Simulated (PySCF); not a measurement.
# Bond length, frequency and bond energy of LiSb⁺ by level of theory

State: ⁴Σ⁻ (quartet), unpaired electrons σ ↑, π ↑↑. Set-up: basis Li aug-cc-pVDZ, Sb aug-cc-pVDZ-PP with ECP28; scalar-relativistic core potentials; PySCF 2.14. De refers to Li⁺ + Sb in their high-spin ground configurations, without counterpoise correction. The functionals are run spin-unrestricted. A positive dipole points towards Sb; it is taken about the centre of mass and depends on that origin.

| Level | Re (Å) | ωe (cm⁻¹) | De (eV) | μ (D) |
| --- | --- | --- | --- | --- |
| UHF | 3.009 | 208 | 0.448 | -10.38 |
| UHF-MP2 | 2.972 | 216 | 0.486 | n/a |
| UHF-SCS-MP2 | 2.970 | 216 | 0.484 | n/a |
| UHF-CCSD | 2.975 | 216 | 0.486 | n/a |
| UHF-CCSD(T) | 2.972 | 217 | 0.492 | n/a |
| PBE | 2.964 | 216 | 0.55 | -9.81 |
| r²SCAN | 2.987 | 210 | 0.474 | -10.14 |
| PBE0 | 2.950 | 220 | 0.53 | -9.88 |
| HSE06 | 2.957 | 218 | 0.53 | -9.90 |
| MN15 | 2.989 | 209 | 0.461 | -10.33 |
| M06-2X | 2.957 | 217 | 0.50 | -10.11 |
| B2PLYP | 2.953 | 219 | 0.52 | -9.98 |

The bond length runs from 2.950 Å (PBE0) to 3.009 Å (UHF). De spans 0.45 eV (UHF, mean field) to 0.55 eV (PBE, GGA). Correlation at CCSD(T) changes the Hartree–Fock bond energy by +0.04 eV; the triples alone change it by +0.00 eV.

Correlated steps freeze 4 core orbitals. Correlated levels converge slowly with the basis: in double zeta they bind strong bonds too weakly, by up to about 1 eV, and carry superposition errors of some tenths. These are scalar-relativistic numbers at best; spin–orbit coupling would shift them, the dissociation energy most. For an ion De counts to the pair picked by the measured ionisation energies or electron affinities, which need not be the lowest pair at this level. B2PLYP dipoles, levels and charges come from its SCF part alone. The state was picked by a PBE0 search and need not be the measured ground state.
